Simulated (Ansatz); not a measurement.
Ansatz (an electronic-structure program) input (B3LYP/6-311+G**): The .json file is the Basis Set Exchange's 6-311+G**.

Ansatz 0.2 input:
```yaml
crystal:
  periodic: [false, false, false]
  atoms:
    - {symbol: C, position_ang: [-1.72215800, -0.62157900, -0.71721600]}
    - {symbol: C, position_ang: [-0.96812200, -0.43869100, 0.36441200]}
    - {symbol: B, position_ang: [0.47176700, 0.16579000, 0.23504400]}
    - {symbol: O, position_ang: [1.19313100, 0.33036100, 1.35916300]}
    - {symbol: O, position_ang: [0.97611800, 0.51516300, -0.99384300]}
    - {symbol: H, position_ang: [-1.36539300, -0.36046600, -1.70667100]}
    - {symbol: H, position_ang: [-2.72184500, -1.03818500, -0.65383200]}
    - {symbol: H, position_ang: [-1.35228200, -0.70953100, 1.34107200]}
    - {symbol: H, position_ang: [1.86837200, 0.87666000, -0.96152400]}
basis:
  gaussian:
    orbitals: 6-311+G__.json
hamiltonian:
  xc: {name: B3LYP}
magnetization: {spin_polarized: true, initial_magnetization: 1}
output: {forces: true}
```

Output:

```
Functional definition: B3LYP
integrals: 0.06 GiB planned
1133 factors; their error is unknown
mean field: 0.65 GiB planned
mean field evaluation 1: about -6901.8417 eV, gradient 5.1e1 eV
mean field evaluation 2: about -6893.2824 eV, gradient 6.8e1 eV
mean field evaluation 4: about -6912.0480 eV, gradient 3.9e0 eV
mean field evaluation 8: about -6912.1055 eV, gradient 1.1e-1 eV
mean field evaluation 16: about -6912.0766 eV, gradient 6.7e-4 eV
mean field -6912.07660119 eV, -254.0141299198 hartree, gradient 2.7e-5 eV, S^2 0.754167; 1 other end points of the search recorded, 0 dependent functions left out
the calculation of the forces begins
reference -6912.07690239 eV, -254.0141409889 hartree; 19, 18 occupied and 115, 116 virtual orbitals, 1133 factors
Total energy: -6912.07690239 eV, -254.0141409889 hartree
Atom 0 at    -1.722158    -0.621579    -0.717216 Å, force    -0.096158    -0.020500    -0.162202 eV/Å
Atom 1 at    -0.968122    -0.438691     0.364412 Å, force     0.113163     0.027575     0.161224 eV/Å
Atom 2 at     0.471767     0.165790     0.235044 Å, force    -0.006819    -0.012769     0.085801 eV/Å
Atom 3 at     1.193131     0.330361     1.359163 Å, force    -0.001466     0.002996    -0.030920 eV/Å
Atom 4 at     0.976118     0.515163    -0.993843 Å, force     0.068115     0.033673    -0.049782 eV/Å
Atom 5 at    -1.365393    -0.360466    -1.706671 Å, force     0.010352     0.011171    -0.059623 eV/Å
Atom 6 at    -2.721845    -1.038185    -0.653832 Å, force    -0.058750    -0.024415     0.003137 eV/Å
Atom 7 at    -1.352282    -0.709531     1.341072 Å, force    -0.010265    -0.010903     0.057622 eV/Å
Atom 8 at     1.868372     0.876660    -0.961524 Å, force    -0.018173    -0.006828    -0.005256 eV/Å
Dipole moment:    -0.027197     0.009944    -0.181241 e Å
```

The geometry given is a B3LYP-D3(BJ)/def2-TZVP minimum.
